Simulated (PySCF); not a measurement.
Question: What does the GFN2-xTB structure of `C([C@@]1(CC=C(OC1)C)F)(F)(F)F` look like in three dimensions?

Answer: 
```xyz
20
C7H8F4O angstrom
C      2.7161    0.7424    0.0780
C      1.3566    0.1344   -0.0384
C      0.7376   -0.5386    0.9260
C     -0.6651   -1.0624    0.8057
C     -1.3354   -0.4845   -0.4366
F     -2.3707   -1.3077   -0.8422
C     -1.9803    0.8824   -0.1497
F     -2.5407    1.4124   -1.2422
F     -2.9433    0.7876    0.7749
F     -1.0990    1.7768    0.3084
C     -0.3270   -0.3929   -1.5906
O      0.7960    0.3766   -1.2684
H      3.3431    0.4068   -0.7453
H      3.1757    0.4727    1.0228
H      2.6322    1.8254    0.0131
H      1.2320   -0.7070    1.8665
H     -0.6711   -2.1535    0.7149
H     -1.2416   -0.8078    1.6989
H     -0.7875    0.0699   -2.4674
H     -0.0328   -1.4221   -1.8412
```

Orientation and origin are arbitrary. Atoms count from 1 in this order. The C–O distances run from 1.373 Å (C2–O12, drawn single) to 1.399 Å (C11–O12, drawn single), a spread of 0.026 Å. The C–C distances run from 1.329 Å (C2=C3, drawn double) to 1.538 Å (C5–C7, drawn single), a spread of 0.209 Å. The 4 C–F bonds span 1.337 Å (C7–F10, drawn single) to 1.383 Å (C5–F6, drawn single), a spread of 0.046 Å. The 6-membered ring C2–C3–C4–C5–C11–O12 has internal angles of 110.1° to 123.6°; it is puckered, 0.18 Å rms from its mean plane, widest ring torsion 57°.

Bonds between heavy atoms (Å): C1–C2 1.494, C2=C3 1.329, C3–C4 1.502, C4–C5 1.525, C5–F6 1.383, C5–C7 1.538, C7–F8 1.337, C7–F9 1.338, C7–F10 1.337, C5–C11 1.535, C11–O12 1.399, C2–O12 1.373.

Structure optimised with GFN2-xTB, isolated species.

Point group: C1 (no symmetry element, even within 0.4 Å). No GFN2-xTB frequencies stand behind this structure, so it isn't proved a minimum. The numbers are those of one conformer (C2–C3–C4–C5 -11°, C3–C4–C5–F6 157°, C4–C5–C11–O12 -57°, C5–C11–O12–C2 45°).

The numbers are calculated, not measured.
